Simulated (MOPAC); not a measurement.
Input file for MOPAC: PM3 on FHSeTe (SMILES F[Te][SeH]), a point of a torsion scan.

```
PM3 1SCF PRECISE CHARGE=0 THREADS=1
FHSeTe

F      1.82741560 1    -0.77014033 1     0.13731479 1
Te     1.01199355 1     1.00387218 1    -0.35227257 1
Se    -1.25646875 1     0.52901855 1     0.41517554 1
H     -1.82864531 1    -0.03334015 1    -0.80195693 1
```

It printed:

```
*******************************************************************************
 **                                                                           **
 **                              MOPAC v23.2.5                                **
 **                                                                           **
 *******************************************************************************
 ** MOPAC's Digital Object Identifier: https://doi.org/10.5281/zenodo.6511958 **
 **                                                                           **
 ** Please cite the open-source release paper for use of this MOPAC version:  **
 ** J. E. Moussa and J. J. P. Stewart (2026)                                  **
 ** MOPAC: An open-source semiempirical molecular orbital program             **
 ** J. Open Source Softw., 11(119), 8025, https://doi.org/10.21105/joss.08025 **
 *******************************************************************************

                              PM3 CALCULATION RESULTS

 *******************************************************************************
 *  PM3        - The PM3 Hamiltonian to be used
 *
 *
 *
 *                 CHARGE ON SYSTEM = 0
 *
 *
 *
 *  PRECISE    - TIGHTER CRITERIA TO BE USED
 *  1SCF       - DO 1 SCF AND THEN STOP
 *  THREADS=1  - MULTI-THREADING NOT USED
 *  T=         - A TIME OF 172800.0 SECONDS REQUESTED
 *  DUMP=N     - RESTART FILE WRITTEN EVERY 7200.0 SECONDS REQUESTED
 *******************************************************************************
PM3 1SCF PRECISE CHARGE=0 THREADS=1
 FHSeTe

   ATOM   CHEMICAL          X               Y               Z
  NUMBER   SYMBOL      (ANGSTROMS)     (ANGSTROMS)     (ANGSTROMS)

     1       F          1.82741560  *  -0.77014033  *   0.13731479  *
     2      Te          1.01199355  *   1.00387218  *  -0.35227257  *
     3      Se         -1.25646875  *   0.52901855  *   0.41517554  *
     4       H         -1.82864531  *  -0.03334015  *  -0.80195693  *



          CARTESIAN COORDINATES

    NO.       ATOM           X           Y           Z

     1         F          1.8274     -0.7701      0.1373
     2        Te          1.0120      1.0039     -0.3523
     3        Se         -1.2565      0.5290      0.4152
     4         H         -1.8286     -0.0333     -0.8020

  H: (PM3): J. J. P. STEWART, J. COMP. CHEM. 10, 209 (1989).
  F: (PM3): J. J. P. STEWART, J. COMP. CHEM. 10, 209 (1989).
 Se: (PM3): J. J. P. STEWART, J. COMP. CHEM. 12, 320-341 (1991).
 Te: (PM3): J. J. P. STEWART, J. COMP. CHEM. 12, 320-341 (1991).

           Empirical Formula: H F Te Se  =     4 atoms



      MOLECULAR POINT GROUP   :   C1


      RHF CALCULATION, NO. OF DOUBLY OCCUPIED LEVELS = 10


 -------------------------------------------------------------------------------
 PM3 1SCF PRECISE CHARGE=0 THREADS=1
 FHSeTe



     1SCF WAS SPECIFIED, SO BFGS WAS NOT USED
     SCF FIELD WAS ACHIEVED


                              PM3 CALCULATION
                                                       MOPAC v23.2.5 Linux




          FINAL HEAT OF FORMATION =        -24.71581 KCAL/MOL =    -103.41096 KJ/MOL


          COSMO AREA              =        113.18 SQUARE ANGSTROMS
          COSMO VOLUME            =        102.58 CUBIC ANGSTROMS

          IONIZATION POTENTIAL    =          9.963458 EV
          HOMO LUMO ENERGIES (EV) =         -9.963 -3.913
          NO. OF FILLED LEVELS    =         10
          MOLECULAR WEIGHT        =        226.5663         POINT GROUP:  C1

          MOLECULAR DIMENSIONS (Angstroms)

            Atom       Atom       Distance
            H     4    F     1     3.84602
           Te     2    F     1     1.58983
           Se     3   Te     2     1.14348


          SCF CALCULATIONS        =          1





   ATOM   CHEMICAL          X               Y               Z
  NUMBER   SYMBOL      (ANGSTROMS)     (ANGSTROMS)     (ANGSTROMS)

     1       F          1.82741560  *  -0.77014033  *   0.13731479  *
     2      Te          1.01199355  *   1.00387218  *  -0.35227257  *
     3      Se         -1.25646875  *   0.52901855  *   0.41517554  *
     4       H         -1.82864531  *  -0.03334015  *  -0.80195693  *

                             CARTESIAN COORDINATES

   1    F        1.827415600    -0.770140330     0.137314790
   2   Te        1.011993550     1.003872180    -0.352272570
   3   Se       -1.256468750     0.529018550     0.415175540
   4    H       -1.828645310    -0.033340150    -0.801956930


           Empirical Formula: H F Te Se  =     4 atoms



      MOLECULAR POINT GROUP   :   C1


                  EIGENVALUES
 -20.02481 -19.03725 -15.95913 -15.61958 -15.41689 -14.09462 -12.07063 -10.95324
 -10.45787  -9.96346  -3.91253  -1.56203  -0.57215


              NET ATOMIC CHARGES AND DIPOLE CONTRIBUTIONS

  ATOM NO.   TYPE          CHARGE      No. of ELECS.   s-Pop       p-Pop
    1          F          -0.372828        7.3728     1.63705     5.73578
    2         Te           0.466622        5.5334     1.97361     3.55977
    3         Se          -0.064540        6.0645     1.90883     4.15571
    4          H          -0.029254        1.0293     1.02925
 DIPOLE           X         Y         Z       TOTAL
 POINT-CHG.    -0.358     3.470    -1.051     3.643
 HYBRID        -0.154    -0.212    -1.205     1.233
 SUM           -0.512     3.258    -2.256     3.996


          ATOMIC ORBITAL ELECTRON POPULATIONS

     Atom    s        px        py        pz
    1  F   1.63705   1.92960   1.82141   1.98476
    2 Te   1.97361   0.89621   0.82505   1.83851
    3 Se   1.90883   1.20314   1.78840   1.16417
    4  H   1.02925

 **********************
 *                    *
 * JOB ENDED NORMALLY *
 *                    *
 **********************




 == MOPAC DONE ==
```

The run finished.

Cost: around 0.020 core-seconds (rough).
